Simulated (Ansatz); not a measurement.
```xyz
4

C    -0.0467   -0.0164   -0.4852
C    -0.0416   -0.0157    0.7991
H    -0.0485   -0.9506   -1.0196
H    -0.0062    0.9891   -1.0037
```

Basis set: STO-3G (spherical functions). Frozen core: 2 orbitals. Charge 0, multiplicity 1.

Computed with Ansatz (development build ahead of 0.2.0); each method stands on the lowest determinant of its kind that the runs found. Restricted open shells among the atoms or ions are ROHF, correlated in semicanonical orbitals with singles.

The atomization energy at this shape (free ground-state atoms in the same class of orbitals less the molecule, no zero-point energy) of singlet C₂H₂:

```tsv
method	atomization energy
RHF-MP2	338.08 kcal/mol
```

Q: What does RHF give?

A: 285.45 kcal/mol.

This basis has no polarisation functions and is too small for such energies, which can lie far from measured ones in either direction.
